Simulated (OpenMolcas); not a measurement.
# d8 ions of charge +2 down a group with 4 bromide ligands in tetrahedral coordination

```json
{
 "Program": "OpenMolcas",
 "Method": "CASSCF",
 "Spin-orbit coupling": "state interaction with AMFI integrals over the reference wave functions"
}
```

The d shell is active. Anionic complexes are neutralised by point charges behind the ligands. Distances were set from a Shannon-type radius of the metal (high-spin where two are listed) plus a fixed donor radius (Br 1.91 Å). Ligand basis ANO-RCC-VDZP, DKH2 Hamiltonian. States (labels of Td). Energies in cm-1 above the lowest state or level, χT in cm3 K/mol; under a threefold ground state the first gap can be a small split of the lowest multiplet, not the spin-orbit step; 10Dq and B are least-squares fits to the states below 45000 cm-1, weighted by degeneracy, with a free offset, and given where the rms deviation is under 5 % of |10Dq| (or 100 cm-1) and under 700 cm-1; 10Dq is negative for this site. Spin-only χT is S(S+1) / 2 for the spin of the ground state.

```csv
Ion,Shell,R (Å),Metal basis,Outer charge (e at Å behind ligand),Ground state,First state of that spin,10Dq,B (rms of fit),First gap with spin-orbit (degeneracies),χT at 300 K,First state of another spin,Spin-only χT
Ni2+,3d8,2.46,ANO-RCC-VDZP,0.5 at 2.8,3T1,3T2 1365,-1666,1241 (48),"268.4 (1, 3)",2.939,1T2 15960,1.000
Pd2+,4d8,2.55,ANO-RCC-VDZP,0.5 at 2.8,3T1,3T2 3716,,,"557.9 (1, 3)",1.855,1E 10588,1.000
Pt2+,5d8,2.51,ANO-RCC-VTZP,0.5 at 3.2,3T1,3T2 5070,,,"970.7 (1, 3)",1.178,1E 8883,1.000
```

The rows also differ in their metal basis and outer charges, so part of each step comes from that.

Every ion keeps the highest spin of its shell. χT departs most from the spin-only value for Ni2+, by +1.939 cm3 K/mol.

An orbital triplet at a regular site is open to Jahn-Teller coupling, which can distort the site and quench the lowest spin-orbit gaps and is left out. Without dynamic correlation the repulsion within the d shell is too large (B by tens of per cent), so at a given field states of lower spin stand too high. Ligand-to-metal charge-transfer states are missing. With no ligand orbital active B as a rule stays too high, so bands that hang on it stand too high and its fall with covalency is understated. With metal d orbitals alone and no dynamic correlation the field as a rule comes out too small, by tens of per cent, by up to half for chloride and softer ligands, and with too little covalency χT stands high (holds for Ni2+). Real 4d8 and 5d8 ions are as a rule square planar and diamagnetic (holds for Pd2+; Pt2+). The least metal-like active orbital is 85 % on the metal (Löwdin) and no ligand orbital is active, so the numbers are rough (holds for Pd2+). With metal d orbitals alone the field can be off either way by tens of per cent (holds for Pd2+; Pt2+). The least metal-like active orbital is 81 % on the metal (Löwdin) and no ligand orbital is active, so the numbers are rough (holds for Pt2+). No measured value stands beside these numbers; the geometry was imposed, not optimised, and the real ion may take another.
